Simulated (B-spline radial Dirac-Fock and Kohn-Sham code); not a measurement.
## Two-hole binding energies of Sb³⁺

System: the Sb³⁺ ion, configuration [Kr] 4d10 5s2, inside a Watson sphere of charge -3 and radius 1.6 Å (a model of the Madelung potential; inside it an electron's potential energy is raised by 27.0 eV).

The computed values come from a B-spline atomic structure program: Dirac-Fock ΔSCF + Breit + QED. U is the two-hole binding energy less the two single-hole energies, the effective repulsion of the holes after relaxation. Each two-hole energy is an average over J within one jj subconfiguration.

```csv
holes,E(a) (eV),E(b) (eV),E(ab) (eV),U (eV)
1s⁻¹ 2p1/2⁻¹,30504.7,4396.0,35135.0,234.3
1s⁻¹ 3d5/2⁻¹,30504.7,541.8,31107.4,60.8
2s⁻²,4719.4,4719.4,?,?
2s⁻¹ 2p1/2⁻¹,4719.4,4396.0,9242.3,126.9
2s⁻¹ 3p1/2⁻¹,4719.4,829.3,5607.8,59.1
2p1/2⁻¹ 3s⁻¹,4396.0,961.6,5415.3,57.6
2s⁻¹ 3d3/2⁻¹,4719.4,551.2,5332.7,62.1
2p1/2⁻¹ 3p3/2⁻¹,4396.0,782.4,5237.8,59.4
2p3/2⁻¹ 3s⁻¹,4147.5,961.6,5166.5,57.3
2p1/2⁻¹ 3d3/2⁻¹,4396.0,551.2,5007.7,60.5
2p1/2⁻¹ 3d5/2⁻¹,4396.0,541.8,5000.5,62.7
3p1/2⁻²,829.3,829.3,1707.5,48.9
3p1/2⁻¹ 3p3/2⁻¹,829.3,782.4,1656.0,44.3
3d3/2⁻¹ 3d5/2⁻¹,551.2,541.8,1143.1,50.1
```

Task: Give the missing two-hole energy and U.

Result: E(ab) = 9574.4 eV and U = 135.7 eV.
